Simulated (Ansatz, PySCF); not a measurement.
Spin states of CrF2 (SMILES [F][Cr][F]), each relaxed with B3LYP-D3(BJ)/def2-TZVP.
State 1 (charge 0, multiplicity 5):
```xyz
3

Cr     0.32154     0.22607     0.15093
F     -0.37906     1.13612    -1.20376
F      0.02436    -1.31482     0.98251
```
State 2 (charge 0, multiplicity 1):
```xyz
3

Cr     0.3039     0.2149     0.1417
F     -0.3660     1.1168    -1.1768
F      0.0289    -1.2843     0.9647
```

```csv
level,energy of the multiplicity-1 state less that of the multiplicity-5 state (eV),cost
SVWN5/def2-TZVPP,2.726,×0.6
PBE/def2-TZVPP,2.796,×1
PBE-D3(BJ)/def2-TZVPP,2.796,×1
PBE-D4/def2-TZVPP,2.796,×1
BLYP/def2-TZVPP,2.408,×1
BLYP-D3(BJ)/def2-TZVPP,2.407,×1
BLYP-D4/def2-TZVPP,2.407,×1
r2SCAN/def2-TZVPP,3.299,×2
r2SCAN-D3(BJ)/def2-TZVPP,3.299,×2
r2SCAN-D4/def2-TZVPP,3.299,×2
B97M-V/def2-TZVPP,2.781,×3
r2SCANh/def2-TZVPP,3.465,×0.6
B3LYP/def2-TZVPP,2.807,×0.5
B3LYP-D3(BJ)/def2-TZVPP,2.807,×0.5
B3LYP-D4/def2-TZVPP,2.807,×0.5
PBE0/def2-TZVPP,3.319,×0.6
PBE0-D3(BJ)/def2-TZVPP,3.319,×0.6
PBE0-D4/def2-TZVPP,3.319,×0.6
BHLYP/def2-TZVPP,3.288,×0.5
BHLYP-D3(BJ)/def2-TZVPP,3.287,×0.5
BHLYP-D4/def2-TZVPP,3.287,×0.5
CAM-B3LYP/def2-TZVPP,2.892,×0.6
CAM-B3LYP-D3(BJ)/def2-TZVPP,2.892,×0.6
CAM-B3LYP-D4/def2-TZVPP,2.892,×0.6
wB97X-V/def2-TZVPP,2.780,×2
wB97M-V/def2-TZVPP,2.556,×2
B2PLYP/def2-TZVPP,2.929,×0.7
B2PLYP-D3(BJ)/def2-TZVPP,2.928,×0.7
B2PLYP-D4/def2-TZVPP,2.928,×0.7
CCSD/def2-SVP,3.383,-
CCSD/def2-TZVPP,3.204,-
CCSD(T)/def2-SVP,3.148,×2
CCSD(T)/def2-TZVPP,2.933,×20
"CCSD(T)/CBS(def2-SVP, def2-TZVPP)",2.874,×20
```

The rows run from 2.407 (BLYP-D4/def2-TZVPP) to 3.465 eV (r2SCANh/def2-TZVPP). From def2-SVP to def2-TZVPP CCSD(T) changes by -0.215. The dispersion term adds 0.000 in PBE-D3(BJ), 0.000 in PBE-D4, 0.000 in BLYP-D3(BJ). The 13 functionals in def2-TZVPP without D3 or D4 span 1.057, from BLYP to r2SCANh.

Singlets are restricted, other states unrestricted; no spin–orbit coupling, no relativity up to Kr; see below for the cores. The largest T1 diagnostic is 0.044.

Correlated levels freeze the inner cores; with def2 sets outer-core shells near the valence are correlated too. CBS: X⁻³ extrapolation of the correlation energy, Hartree–Fock from the larger set.

Doubts at one or more of the structures used: a restricted determinant that unrestricted orbitals would lower (B2PLYP/def2-TZVPP, B2PLYP-D3(BJ)/def2-TZVPP, B2PLYP-D4/def2-TZVPP, CCSD/def2-SVP, CCSD/def2-TZVPP, CCSD(T)/def2-SVP, CCSD(T)/def2-TZVPP, CCSD(T)/CBS(def2-SVP, def2-TZVPP)).

Codes used: Ansatz (Gaussian basis) for Hartree–Fock, density functionals and correlated methods; PySCF for the dispersion terms. Each number belongs to the level named beside it.

Costs are rough ratios of core time to PBE/def2-TZVPP (about 23 s over the structures, on one shared machine); a dash marks a level with no comparable run of its own.

Ansatz is a quantum-chemistry and plane-wave program.
